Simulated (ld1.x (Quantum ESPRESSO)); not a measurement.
**Ranking TM potentials for osmium (Os)**

All share these settings but for the change named:

```
Element                 : osmium (Os)
Generator               : ld1.x (Quantum ESPRESSO) 7.5
Type                    : norm-conserving Troullier–Martins (Kleinman–Bylander form)
Functional              : PBE
Relativity              : scalar-relativistic
Frozen core             : [Xe] 4f14
Valence charge          : 8
Reference configuration : 5d6 6s2 6p0
Partial waves           : 6p (bound, empty): rc 3.10 bohr; 5d (bound): rc 1.30 bohr; 6s (bound): rc 1.85 bohr
Local potential         : the s channel
Core correction         : none
```

Test errors are all-electron minus pseudo excitation energies from the reference, over 5d6 6s1 6p0; 5d6 6s0 6p0; 5d5 6s0 6p0; 5d4 6s0 6p0; 5d7 6s0 6p0; 5d5 6s2 6p0; 5d6 6s1 6p1. None of these files shows a bound ghost.

The base gives 170.4 meV.

Of 8 variants that were run, those that failed, showed a ghost or another fault, or gave nearly equal values are left out.

A variant can come out equal or close to the base, since the largest error may sit in a test that the change hardly touches while other tests move.

Problem. Rank these variants by their largest absolute test error, smallest first.
A. all radii scaled by about 1.17 (s 2.18, p 3.64, d 1.52 bohr)
B. functional PBEsol
C. core correction a·sin(br)/r model core inside 1.06 bohr

Solution. A (158.2 meV), B (286.3 meV), C (657.3 meV).
